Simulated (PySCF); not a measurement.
## Potential energy of GeC along the bond

Set-up: PySCF, scalar-relativistic core potentials, basis sets Ge aug-cc-pVDZ-PP with ECP10, C aug-cc-pVDZ. Energies in eV from Ge + C in their ground configurations at the same level. State: ³Π (triplet), unpaired electrons σ ↑, π ↑.

All columns are PBE0. A positive dipole means Ge(−)C(+).

```csv
R (Å),E (eV),μ (D),Mulliken charge on Ge (basis-dependent),HOMO (eV),LUMO (eV),Mayer bond order,⟨S²⟩
1.555,-2.513,-1.45,0.25,-6.98,-4.44,2.26,2.02
1.627,-3.190,-1.63,0.28,-6.74,-4.27,2.20,2.02
1.700,-3.561,-1.80,0.31,-6.51,-4.13,2.15,2.03
1.754,-3.691,-1.92,0.34,-6.36,-4.03,2.11,2.04
1.808,-3.725,-2.03,0.37,-6.21,-3.95,2.05,2.07
1.862,-3.688,-2.12,0.39,-6.08,-3.88,1.98,2.10
1.935,-3.562,-2.21,0.41,-5.93,-3.80,1.86,2.18
2.025,-3.332,-2.29,0.43,-5.80,-3.73,1.65,2.32
2.133,-3.009,-2.41,0.44,-5.73,-3.66,1.43,2.48
2.278,-2.559,-2.66,0.44,-5.73,-3.62,1.21,2.64
```

A fit through these points gives, at Re = 1.804 Å, μ = -2.03 D and dμ/dR = -1.88 D/Å; the reduced mass is 10.32 u.

Task: How strong is the fundamental in the double-harmonic approximation, I = 42.26·(dμ/dR)²/μred km/mol?

Result: I = 42.26·(-1.88)²/10.32 = 14.5 km/mol at PBE0.

⟨S²⟩ of the unrestricted solution departs from its pure value on part of the curve, where spin states mix. Spin–orbit coupling is left out. The state was picked by a PBE0 search and need not be the measured ground state.
